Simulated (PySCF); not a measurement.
# Co4+: multiplets, ligand field and magnetism

The free ion Co4+ in its d5 configuration.

Method (PySCF 2.14, density fitting): CASSCF(5,5) with orbitals averaged over all microstates of the shell, strongly contracted NEVPT2 on the averaged canonical orbitals; basis x2c-TZVPall; spin-free X2C; gas phase; spin-orbit coupling by state interaction with the mean-field operator over all roots.

## Spin-free states

```tsv
2S+1	deg.	free-ion term	CASSCF / cm⁻¹	NEVPT2 / cm⁻¹
6	1	6S 1.00	0	0
4	9	4G 1.00	42034	39769
4	3	4P 1.00	48623	44264
4	5	4D 1.00	52259	47927
2	13	2I 1.00	59951	57772
2	5	2D 1.00	68229	62224
2	7	2F 1.00	69462	63912
4	7	4F 1.00	70534	65263
2	11	2H 1.00	73844	69499
2	9	2G 1.00	76019	70612
2	7	2F 1.00	81862	75261
2	1	2S 1.00	90626	82308
2	5	2D 1.00	100136	91568
2	9	2G 1.00	110361	102127
2	3	2P 1.00	135193	123293
```

Only the lowest 15 spin-free levels are listed. Energies are counted from the ground state at NEVPT2 level. Weights follow the labels.

## Ligand-field fit

```json
{"cm⁻¹": "B", "CASSCF": "1461", "NEVPT2": "1304"}
{"cm⁻¹": "C", "CASSCF": "5486", "NEVPT2": "5190"}
```

Spin-orbit constant ζ = 652 cm⁻¹.

## Spin-orbit levels

```csv
E / cm⁻¹,deg.,J,make-up
0.0,6,5/2,1.00 6S
39713.8,6,5/2,1.00 4G
39760.0,8,7/2,1.00 4G
39774.4,12,11/2,1.00 4G
39788.1,10,9/2,1.00 4G
43964.8,6,5/2,0.93 4P + 0.06 4D
44084.2,4,3/2,0.95 4P + 0.05 4D
44219.7,2,1/2,0.98 4P
47903.6,8,7/2,1.00 4D
```

Only the lowest levels are listed: 62 of 252 states.

## Magnetism

The lowest spin-orbit level is 6-fold with J = 5/2; the next lies at 39713.8 cm⁻¹. μeff is 5.92 μB at 300 K and 5.92 μB at 10 K; the spin-only value is 5.92 μB.

| T / K | χT / cm³ K mol⁻¹ | μeff / μB |
| --- | --- | --- |
| 2 | 4.385 | 5.92 |
| 5 | 4.385 | 5.92 |
| 10 | 4.385 | 5.92 |
| 20 | 4.385 | 5.92 |
| 30 | 4.385 | 5.92 |
| 50 | 4.385 | 5.92 |
| 75 | 4.385 | 5.92 |
| 100 | 4.385 | 5.92 |
| 150 | 4.385 | 5.92 |
| 200 | 4.385 | 5.92 |
| 250 | 4.385 | 5.92 |
| 300 | 4.385 | 5.92 |

Powder magnetisation at 2 K: 1.84 μB at 0.5 T, 3.13 μB at 1 T, 4.30 μB at 2 T, 4.70 μB at 3 T, 4.93 μB at 5 T, 4.99 μB at 7 T.

Measured levels beside the computed ones:

| level | computed / cm⁻¹ | measured / cm⁻¹ |
| --- | --- | --- |
| 6S J = 5/2 | 0 | 0 |
| 4G J = 11/2 | 39774 | 37218 |
| 4P J = 5/2 | 43965 | 40753 |
| 4P J = 3/2 | 44084 | 40891 |
| 4P J = 1/2 | 44220 | 41024 |
| 4D J = 7/2 | 47904 | 44709 |

Source of the measured levels: Sugar and Corliss, J. Phys. Chem. Ref. Data 10, 1097 (1981).

The job took 5.2 s on one thread of Intel Xeon Platinum 8488C (shared host), with 48 basis functions, launched as `OMP_NUM_THREADS=1 python lf_run.py task.json out`.
